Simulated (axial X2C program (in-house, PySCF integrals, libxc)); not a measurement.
# Potential curves of NbC, with spin–orbit coupling

Calculated with an axial X2C code built on PySCF integrals. Two-component (2c) means X2C with spin–orbit coupling and atomic mean-field two-electron Coulomb and Gaunt terms. Basis: Nb dyall-cv3z [11s12p9d5f3g], C dyall-v3z [7s6p2d1f] (cores contracted in-house); Gaussian nuclei, density fitting, unrestricted open shells. Masses: Nb 92.906 u, C 12.000 u.

State: Ω = 3/2 (⟨Sz⟩ = -0.50, ⟨Lz⟩ = 2.00 at PW91). Energies in eV from the lowest point of each curve. Fits are polynomials in 1 − R0/R over 0.85 to 1.23 times the lowest point R0.

```json
{"R (Å)": "1.4625", "PW91": "1.6665", "PBE0": "1.4177"}
{"R (Å)": "1.5297", "PW91": "0.7659", "PBE0": "0.5973"}
{"R (Å)": "1.5801", "PW91": "0.3490", "PBE0": "0.2396"}
{"R (Å)": "1.6306", "PW91": "0.1051", "PBE0": "0.0525"}
{"R (Å)": "1.6810", "PW91": "0.0000", "PBE0": "0.0000"}
{"R (Å)": "1.7398", "PW91": "0.0142", "PBE0": "0.0668"}
{"R (Å)": "1.7987", "PW91": "0.1409", "PBE0": "0.2297"}
{"R (Å)": "1.8743", "PW91": "0.4180", "PBE0": "0.5155"}
{"R (Å)": "1.9668", "PW91": "0.8550", "PBE0": "0.9013"}
```

The state is one determinant whose occupation by symmetry is held fixed; it was picked as the lowest of a PBE0 search that is not exhaustive. Density functionals use the spin component along the axis (collinear). Other states lie close and PBE0, whose exact exchange favours high spin, may order them wrongly; the determinant shown need not be the ground state. The nearest other 2c determinant of the search, Ω = 5/2, lies 0.11 eV up at the distance of the search. The functionals have no current-density term, which raises determinants with orbital currents, atoms included. At some level and bond length an empty orbital lies below a filled one. The determinant is spin-polarised beyond a pure state at some levels (its spin-free form has ⟨S²⟩ too high), which makes Re and μ there less reliable. The stretched end of a curve changes character and is left out.

(1) Fit the PW91 curve near its minimum: give the equilibrium distance and the harmonic wavenumber.

(2) What are Re and ωe at the PBE0 level?

Results:

(1) At PW91, 2c: Re = 1.703 Å, ωe ≈ 995 cm⁻¹; Be follows as 0.547 cm⁻¹.

(2) At PBE0, 2c: Re = 1.679 Å, ωe ≈ 1020 cm⁻¹; Be follows as 0.563 cm⁻¹.
